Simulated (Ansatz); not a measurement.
C$_{4}$H$_{10}$Si, SMILES `C/C=C/[SiH2]C`, relaxed with RKS PBE0-D4/def2-TZVP in the Gaussian-basis code of Ansatz from a PBE-D4/def2-SVP geometry. The force threshold is 0.005 eV/Å; the program also tests the step.

Charge 0, multiplicity 1.

Start:

```xyz
15

C     1.093   -2.128   -1.468
C     0.094   -1.187   -0.867
C     0.326    0.095   -0.504
Si   -0.964    1.220    0.263
C    -0.479    1.756    2.013
H     1.220   -3.033   -0.835
H     2.085   -1.653   -1.598
H     0.749   -2.496   -2.459
H    -0.922   -1.604   -0.717
H     1.349    0.493   -0.663
H    -1.145    2.456   -0.586
H    -2.276    0.476    0.292
H     0.486    2.302    2.005
H    -1.247    2.427    2.449
H    -0.370    0.875    2.677
```

| step | energy (eV) | largest force (eV/Å) | largest move (Å) |
| --- | --- | --- | --- |
| 1 | -12181.8961 | 0.522 | 0.000 |
| 2 | -12181.9569 | 0.151 | 0.035 |
| 3 | -12181.9618 | 0.029 | 0.014 |
| 4 | -12181.9618 | 0.026 | 0.005 |
| 5 | -12181.9619 | 0.023 | 0.013 |
| 6 | -12181.9619 | 0.005 | 0.011 |
| 7 (rejected) | -12181.9619 | 0.006 | 0.004 |
| 8 | -12181.9620 | 0.002 | 0.002 |

End:

```xyz
15

C     1.080   -2.107   -1.459
C     0.090   -1.170   -0.858
C     0.332    0.088   -0.487
Si   -0.951    1.197    0.266
C    -0.474    1.746    1.991
H     1.192   -3.003   -0.841
H     2.059   -1.638   -1.572
H     0.744   -2.449   -2.444
H    -0.914   -1.573   -0.720
H     1.344    0.470   -0.636
H    -1.140    2.409   -0.583
H    -2.240    0.447    0.299
H     0.475    2.287    1.977
H    -1.233    2.409    2.413
H    -0.364    0.885    2.655
```

Run time 42 s (4 threads of an Intel Xeon Platinum 8375C on a shared host); peak host memory 0.63 GiB.
